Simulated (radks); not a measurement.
Q: All-electron atom: La VI in [Kr] 4d10 5s2 5p(1/2: 2, 3/2: 2) (the NIST ground configuration). Calculated with a radial shooting solver on a logarithmic mesh with Libxc functionals: Dirac Kohn-Sham, BLYP, spin-unpolarised, spherical densities, finite nucleus; Fermi nuclear charge, rms radius 4.855 fm. Some entries of the table are withheld. Estimate them.

orbital  occ.  eigenvalue (hartree)  <1/r> (bohr^-1)
1s1/2       2             -1424.950            62.01
2s1/2       2             -228.4124            14.59
2p1/2       2             -215.5575              (1)
2p3/2       4             -200.3683              (2)
3s1/2       2                   (3)            5.253
3p1/2       2             -44.96261            5.166
3p3/2       4             -42.00236            4.837
3d3/2       4             -32.49384              (4)
3d5/2       6             -31.86032              (5)
4s1/2       2             -11.70808            2.175
4p1/2       2              -9.71076            2.071
4p3/2       4              -9.07781            1.964
4d3/2       4                   (6)              (7)
4d5/2       6                   (8)              (9)
5s1/2       2              -3.21793           0.8954
5p1/2       2              -2.63090           0.8129
5p3/2       2              -2.51867           0.7792

A: 
(1) 2p1/2 <1/r> (bohr^-1): 14.57
(2) 2p3/2 <1/r> (bohr^-1): 13.25
(3) 3s1/2 eigenvalue (hartree): -50.38599
(4) 3d3/2 <1/r> (bohr^-1): 4.701
(5) 3d5/2 <1/r> (bohr^-1): 4.617
(6) 4d3/2 eigenvalue (hartree): -5.79920
(7) 4d3/2 <1/r> (bohr^-1): 1.748
(8) 4d5/2 eigenvalue (hartree): -5.68882
(9) 4d5/2 <1/r> (bohr^-1): 1.722
